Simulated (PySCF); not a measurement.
Computed shifts of a molecule C₃H₁₀OSi₂, B3LYP/pcSseg-1 in PySCF, GIAO, gas phase, atoms alike by connectivity averaged where their shifts nearly agree, in ppm (number of nuclei): ¹³C: 149.0 (1), 124.7 (1), 29.4 (1). ²⁹Si: -6.9 (1), -62.8 (1). ¹H: 6.22 (1), 5.61 (2), 5.42 (1), 5.24 (1), 4.34 (3), 1.70 (1), 1.40 (1). References: ¹³C against TMS (σ = 181.3 ppm); ²⁹Si against TMS (σ = 338.7 ppm); ¹⁷O against H2O (σ = 333.8 ppm); ¹H against TMS (σ = 31.68 ppm), references at their B3LYP-D3(BJ)/def2-TZVP geometries, non-relativistic. Geometry: PBE-D3(BJ)/def2-SVP. One conformer was computed; it need not be the lowest.

### Question
Identify the compound among the candidates.
A) C=C[SiH2][SiH2]OC
B) C=COC[SiH2][SiH3]
C) C=C[C@H]([SiH3])[SiH2]O
D) O[C@H]1C[Si@@H]([SiH3])C1

### Answer
C, C=C[C@H]([SiH3])[SiH2]O
